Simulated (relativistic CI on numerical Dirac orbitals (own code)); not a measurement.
# Magnetism of Tm²⁺, 4f13, in a crystal field

Calculated by Dirac-Coulomb-Breit CI, separate exchange-only KLI orbitals for each configuration, a model potential for QED, valence Slater integrals scaled by 0.8, one configuration in a parametric crystal field (own radial code).

Field parameters in Wybourne normalisation; cubic f-shell fields have B⁴₄ = √(5/14) B⁴₀ and B⁶₄ = −√(7/2) B⁶₀. The field is a parameter set, without covalency.

S is read from ⟨S²⟩ = S(S + 1).

Powder χT (cm³ K mol⁻¹) by Van Vleck's formula, with temperature-independent terms:

```
                                                                                                  Field   2 K   5 K  10 K  20 K  50 K  100 K  200 K  300 K
C2v, B20 = -120, B22 = -50, B40 = 40, B42 = 220, B44 = 100, B60 = 10, B62 = 30, B64 = 50, B66 = 60 cm⁻¹  1.54  1.61  1.74  1.96  2.32   2.49   2.55   2.57
                                                 D3h, B20 = 150, B40 = -470, B60 = -200, B66 = 170 cm⁻¹  1.59  1.74  1.79  1.89  2.18   2.41   2.52   2.55
                                                  D3h, B20 = -190, B40 = -20, B60 = 150, B66 = -80 cm⁻¹  1.78  1.86  1.98  2.18  2.43   2.53   2.56   2.57
                                       D4h, B20 = 60, B40 = -730, B44 = 610, B60 = 440, B64 = -260 cm⁻¹  1.13  1.16  1.21  1.32  1.63   2.01   2.36   2.47
                                                                         Oh, B40 = -800, B60 = 420 cm⁻¹  1.14  1.16  1.19  1.24  1.41    1.7   2.17   2.37
                                                                         Oh, B40 = -900, B60 = 250 cm⁻¹  1.14  1.16  1.19  1.25  1.44   1.75   2.21    2.4
```

Task: For Oh, B40 = -900, B60 = 250 cm⁻¹: what effective moment follows at 300 K?

Result: μ_eff = √(8χT) = 4.38 μB. The LS value g√(J(J + 1)) of the free ion's ²F°7/2 level is 4.54 μB.
